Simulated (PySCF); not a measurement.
## How methods differ on the interval between two levels of Si³⁺

Si³⁺ [Ne] 3s1 [2S1/2, M_J = 1/2] → Si³⁺ [Ne] 3p1 [2P3/2, M_J = 3/2], as a difference of total energies. Calculation: PySCF 2.14, in x2c-TZVPall-2c (5s6p2d1f, 40 functions); the two-component X2C-1e Hamiltonian. Correlated levels: [Ne] frozen; the 6 highest virtual spinors dropped. "Screened" scales the spin-orbit matrix elements by Boettger's factors to mimic the two-electron term; Breit and QED terms are absent.

```csv
method,interval between two levels (cm⁻¹)
GHF (spin-free),70864
GMP2 (spin-free),70864
GCCSD (spin-free),70864
GCCSD(T) (spin-free),70864
GHF (screened spin-orbit),71022
GMP2 (screened spin-orbit),71022
GCCSD (screened spin-orbit),71022
GCCSD(T) (screened spin-orbit),71022
```
